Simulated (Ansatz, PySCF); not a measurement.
Species: B2F3 (charge 0, doublet). It need not be the lowest isomer of its formula. 
Structure (B3LYP-D3(BJ)/def2-TZVP (Ansatz, a quantum-chemistry and plane-wave program) minimum search):
```
B
F 1 1.3291
F 1 1.3291 2 117.62
B 1 1.6631 2 120.74 3 -169.25
F 4 1.2931 1 141.53 2 -95.54
```
Charge 0, spin multiplicity 2.

Dipole moments at this geometry, in debye (magnitudes).

```csv
level,program,dipole (D)
SVWN5/def2-TZVPD,Ansatz,1.29
revPBE/def2-TZVPD,Ansatz,1.21
B3LYP/def2-TZVPD,PySCF,1.19
PBE0/def2-TZVPD,Ansatz,1.18
r2SCANh/def2-TZVPD,Ansatz,1.17
r2SCAN0/def2-TZVPD,Ansatz,1.14
M06-2X/def2-TZVPD,PySCF,1.14
LC-wPBE/def2-TZVPD,Ansatz,1.10
CCSD(T)/aug-cc-pVDZ,Ansatz,1.10
```
